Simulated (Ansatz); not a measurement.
A displaced shape of singlet AgCl:

```xyz
2

Ag    0.0394    0.0078   -0.6410
Cl    0.0175    0.0252    1.6504
```

It was optimised with HF/def2-SVP (with the core potentials of the set past Kr) in Ansatz (development build ahead of 0.2.0) to forces under 0.001 eV/Å, with restricted orbitals. Each step stands on the lowest determinant of that kind that the program's search found.

Question: What shape does it relax to, and how does the optimisation go?

Answer:

| atom | x (Å) | y (Å) | z (Å) |
| --- | --- | --- | --- |
| Ag | 0.0398 | 0.0074 | -0.6832 |
| Cl | 0.0171 | 0.0256 | 1.6925 |

Bond lengths: Ag1–Cl2 2.376 Å.

| step | E − E(start) (eV) | largest force (eV/Å) |
| --- | --- | --- |
| 1 | 0.0000 | 1.0374 |
| 2 | -0.0410 | 0.0885 |
| 3 | -0.0414 | 0.0021 |
| 4 | -0.0414 | 0.0000 |

The optimisation ended after 4 steps with its threshold met.
